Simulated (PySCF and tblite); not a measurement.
Values are calculated unless marked as measured or tabulated.
Molecule: C₄H₁₁BO, numbered as in [BH3-:1][O+:2]1[CH2:3][CH2:4][CH2:5][CH2:6]1.

The mean out-of-plane torsion at O2 (0° is planar) is held and the rest relaxed at GFN2-xTB. Energies: PBE0/pcSseg-1 + D3(BJ). Programs: tblite and PySCF.

(1) Give the DFT energy and dipole along the out-of-plane angle.

(2) Where is the lowest sampled point, and what does the planar form cost?

Answers

(1) 
| out-of-plane angle ° | E kcal/mol | dipole D |
| --- | --- | --- |
| -39 | 2.41 | 5.26 |
| -32 | 0.00 | 5.52 |
| -24 | 0.06 | 5.71 |
| -12 | 1.69 | 5.79 |
| 0 | 3.18 | 5.74 |
| 12 | 3.62 | 5.59 |
| 24 | 3.06 | 5.35 |
| 32 | 3.05 | 5.06 |
| 39 | 5.18 | 4.71 |

(2) At -32°; the point at 0° lies 3.18 kcal/mol above it.
